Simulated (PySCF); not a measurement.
pentane (C5H12), SMILES C(C)CCC.

Geometry: B3LYP-D3(BJ)/def2-SVP. The values are those of a single conformer.

Two levels are set side by side: PBE/def2-TZVP (PySCF) and HF/def2-TZVP (PySCF). Same geometry, gas phase. Differences are taken from unrounded values.

```csv
quantity,HF,PBE,PBE minus HF
orbital gap (eV),15.87,7.82,-8.05
highest occupied level (eV),-12.12,-7.38,4.74
lowest empty level (eV),3.75,0.44,-3.30
dipole moment (D),0.07,0.08,0.01
mean polarisability (bohr³),60.4,65.6,5.2
```

Without exact exchange PBE keeps part of each electron's self-repulsion, which lifts occupied levels and narrows the gap. Loosely held outer electrons make PBE densities more polarisable. Differences between two approximate levels are no errors against the true value.

Rough cost on one machine, each run with all the roots and properties that it gave: HF against PBE about 1/3.
